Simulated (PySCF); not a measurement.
Compound: C6H8ClO (doublet state).
Z-matrix (Å and degrees, GFN2-xTB geometry), rows numbered from 1:
```
C 
C   1  1.3083
C   2  1.4642  1  148.87
C   2  1.4730  1  148.77  3   176.84
O   4  1.3959  2  121.17  3   105.07
C   5  1.4334  4  115.01  2    61.03
C   6  1.4789  5  112.95  4    68.47
Cl  7  1.6907  6  119.70  5   -95.03
H   1  1.0788  2  121.48  3     2.36
H   1  1.0784  2  121.92  3  -178.34
H   3  1.0805  2  117.80  4  -106.24
H   3  1.0803  2  119.79  4   107.12
H   4  1.0905  2  117.67  3  -106.96
H   6  1.0940  5  103.54  4  -172.67
H   6  1.0967  5  109.61  4   -55.53
H   7  1.0764  6  120.72  5    61.44
```

The hyperfine couplings belong to this conformer and change with its torsions.

As a line formula: `C=C1C[C@H]1OC[CH]Cl` [radical].

The calculation used UKS B3LYP, pcH-1 on C Cl H O, non-relativistic, mean-field spin-orbit, GIAO in PySCF 2.14.0. Isolated species at its GFN2-xTB geometry (one conformer only). A GFN2-xTB geometry isn't a minimum of the functional, and hyperfine couplings can be far from their values at a DFT geometry. No stability test was run, so a lower SCF solution isn't excluded.

Largest spin populations (Mulliken): C7 (+0.91) and Cl8 (+0.11). C7 is the only atom above +0.15. The angles at C7 add up to 356.0°, so it is nearly planar; its axial dipolar tensor and the negative coupling of its proton fit spin in a p orbital normal to that plane.

(1) How do the β-proton couplings of this frozen conformer go with θ, the angle between the C–H bond and the normal to the plane of the spin centre's three neighbours, both seen down the bond from centre to carbon?

Results:

(1) 
```csv
β H,on,centre,θ (°),cos²θ,a (G)
H14,C6,C7,50,0.41,+11.96
H15,C6,C7,71,0.10,+0.99
```

Couplings in gauss use g_iso = 2.0063.
